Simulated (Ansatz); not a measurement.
Ansatz (a first-principles code) input:
A basis named .json is the Basis Set Exchange file of that set.

Ansatz 0.2 input:
```yaml
crystal:
  periodic: [false, false, false]
  atoms:
    - {symbol: Sn, position_ang: [-0.00000000, -0.00000000, -0.53882161]}
    - {symbol: S, position_ang: [0.00000000, 0.00000000, 1.68381755]}
basis:
  gaussian:
    orbitals: def2-QZVPPD.json
    fitting: {mean_field: def2-universal-jkfit, correlation: def2-QZVPPD-RIFIT.json}
total_charge: 1
magnetization: {spin_polarized: true, initial_magnetization: 1}
correlation: {method: mp2, electrons: outside_noble_gas}
```

Q: What final total energy does it print?

A: -610.86749 Eh (RI-MP2/def2-QZVPPD). The basis has 167 functions.

This state (charge 1, doublet) is run at the relaxed geometry of the species with charge 0 and multiplicity 1.
